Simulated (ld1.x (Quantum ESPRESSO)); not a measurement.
## Building the TM potential for Hf (PBEsol, scalar-relativistic).

```
Element                 : hafnium (Hf)
Generator               : ld1.x (Quantum ESPRESSO) 7.5
Type                    : norm-conserving Troullier–Martins (Kleinman–Bylander form)
Functional              : PBEsol
Relativity              : scalar-relativistic
Frozen core             : [Kr] 4d10 4f14 5s2
Valence charge          : 10
Reference configuration : 5p6 5d2 6s1 6p1
Partial waves           : 5p (bound): rc 2.10 bohr; 5d (bound): rc 1.80 bohr; 6s (bound): rc 2.05 bohr
Local potential         : the s channel
Core correction         : Bessel-smoothed model core, default radius (core density twice the valence density)
```

Occupied shells without a wave of their own: 6p. They enter only through the test configuration that unscreens the potential, and ld1.x also counts them in the model core charge.

All-electron outer shells of the reference configuration (PBEsol, scalar-relativistic, ld1.x):

| shell | level (eV) | outermost node (bohr) | outermost maximum (bohr) |
| --- | --- | --- | --- |
| 5s | -68.53 | 0.55 | 1.01 |
| 5p | -37.07 | 0.60 | 1.16 |
| 4f | -18.34 | – | 0.45 |
| 6s | -6.03 | 1.36 | 2.85 |
| 5d | -3.91 | 0.67 | 1.67 |
| 6p | -2.06 | 1.65 | 3.95 |

What the tests gave:

| Quantity | Value |
| --- | --- |
| Cutoffs needed | 25 Ry and 45 Ry (the cutoffs (Ry, on a coarse ladder) from which the occupation-weighted sum of valence levels, in a spherical-Bessel basis at the reference potential, stays within 10 and 1 mRy of its value at 400 Ry) |
| Ghost test | no extra level below or beside the all-electron valence levels (p, d, s, f tested) (spherical-Bessel basis up to 400 Ry, 20 bohr box) |
| Largest excitation error | +427 meV (all-electron minus pseudo) for 5p6 5d1 6s2 6p0, out of 7 test configurations |

The potential misses its own reference levels by up to 0.3 eV. ld1.x takes every shell without a wave as core, so the model core holds the 6p electrons as well and exchange and correlation see them twice. This cancels in the reference configuration, but the file is broken for other ones, and its errors say nothing about a proper core correction.

Generation and tests took about 2 s on one core of a shared server CPU.
